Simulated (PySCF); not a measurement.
Isomers of C5H9ClO2.

All values: CAM-B3LYP/def2-SVPD (PySCF) at PBE0-D3(BJ)/def2-SVP geometries, gas phase, one conformer each. Core orbitals are frozen in the response; Δα² is half the sum of the squared differences of the principal polarisabilities.

(1) Rank by HOMO–LUMO gap, lowest first.
A. `[CH2:1]=[C:2]([Cl:3])[CH2:4][O:5][CH2:6][CH2:7][OH:8]` with C1–C2–C4–O5 3°, C2–C4–O5–C6 -177°, C4–O5–C6–C7 -172°, O5–C6–C7–O8 60°, C6–C7–O8–H -50°
B. `[CH3:1][C:2](=[O:3])[O:4][C@H:5]([CH3:6])[CH2:7][Cl:8]` with C1–C2–O4–C5 -178°, C2–O4–C5–C6 -162°, O4–C5–C7–Cl8 58° (1-chloropropan-2-yl acetate)
C. `[Cl:1][CH2:2][C@@H:3]1[CH2:4][CH2:5][O:6][CH2:7][O:8]1` with Cl1–C2–C3–C4 -65°, C2–C3–C4–C5 -171°, C3–C4–C5–O6 53°, C4–C5–O6–C7 -57°, C5–O6–C7–O8 61°

(2) Rank by mean static polarisability, highest first.
A. `[Cl:1][CH2:2][C@@H:3]1[CH2:4][CH2:5][O:6][CH2:7][O:8]1` with Cl1–C2–C3–C4 -65°, C2–C3–C4–C5 -171°, C3–C4–C5–O6 53°, C4–C5–O6–C7 -57°, C5–O6–C7–O8 61°
B. `[CH3:1][C:2]([CH3:3])([Cl:4])[CH2:5][C:6](=[O:7])[OH:8]` with C1–C2–C5–C6 66°, C2–C5–C6–O7 -7°, C5–C6–O8–H 179°
C. `[CH2:1]=[C:2]([Cl:3])[CH2:4][O:5][CH2:6][CH2:7][OH:8]` with C1–C2–C4–O5 3°, C2–C4–O5–C6 -177°, C4–O5–C6–C7 -172°, O5–C6–C7–O8 60°, C6–C7–O8–H -50°

(3) Rank by polarisability anisotropy Δα, lowest first.
A. `[Cl:1][CH2:2][C@@H:3]1[CH2:4][CH2:5][O:6][CH2:7][O:8]1` with Cl1–C2–C3–C4 -65°, C2–C3–C4–C5 -171°, C3–C4–C5–O6 53°, C4–C5–O6–C7 -57°, C5–O6–C7–O8 61°
B. `[CH2:1]=[C:2]([Cl:3])[CH2:4][O:5][CH2:6][CH2:7][OH:8]` with C1–C2–C4–O5 3°, C2–C4–O5–C6 -177°, C4–O5–C6–C7 -172°, O5–C6–C7–O8 60°, C6–C7–O8–H -50°
C. `[CH3:1][C:2](=[O:3])[O:4][C@H:5]([CH3:6])[CH2:7][Cl:8]` with C1–C2–O4–C5 -178°, C2–O4–C5–C6 -162°, O4–C5–C7–Cl8 58°

Answers

(1) A (9.66 eV), B (10.70 eV), C (10.84 eV).

(2) C (12.68 Å³), B (12.08 Å³), A (11.82 Å³).

(3) C (1.69 Å³), A (3.14 Å³), B (4.33 Å³).

All values together:

| SMILES | μ (D) | HOMO (eV) | LUMO (eV) | α (Å³) | Δα (Å³) |
| --- | --- | --- | --- | --- | --- |
| CC(=O)O[C@H](C)CCl | 1.74 | -9.63 | 1.08 | 12.00 | 1.69 |
| C=C(Cl)COCCO | 1.60 | -8.86 | 0.79 | 12.68 | 4.33 |
| CC(C)(Cl)CC(=O)O | 1.72 | -9.87 | 0.82 | 12.08 | 2.95 |
| ClC[C@@H]1CCOCO1 | 0.98 | -9.48 | 1.35 | 11.82 | 3.14 |

Conformers: `[CH3:1][C:2](=[O:3])[O:4][C@H:5]([CH3:6])[CH2:7][Cl:8]` with C1–C2–O4–C5 -178°, C2–O4–C5–C6 -162°, O4–C5–C7–Cl8 58°; `[CH2:1]=[C:2]([Cl:3])[CH2:4][O:5][CH2:6][CH2:7][OH:8]` with C1–C2–C4–O5 3°, C2–C4–O5–C6 -177°, C4–O5–C6–C7 -172°, O5–C6–C7–O8 60°, C6–C7–O8–H -50°; `[CH3:1][C:2]([CH3:3])([Cl:4])[CH2:5][C:6](=[O:7])[OH:8]` with C1–C2–C5–C6 66°, C2–C5–C6–O7 -7°, C5–C6–O8–H 179°; `[Cl:1][CH2:2][C@@H:3]1[CH2:4][CH2:5][O:6][CH2:7][O:8]1` with Cl1–C2–C3–C4 -65°, C2–C3–C4–C5 -171°, C3–C4–C5–O6 53°, C4–C5–O6–C7 -57°, C5–O6–C7–O8 61°.
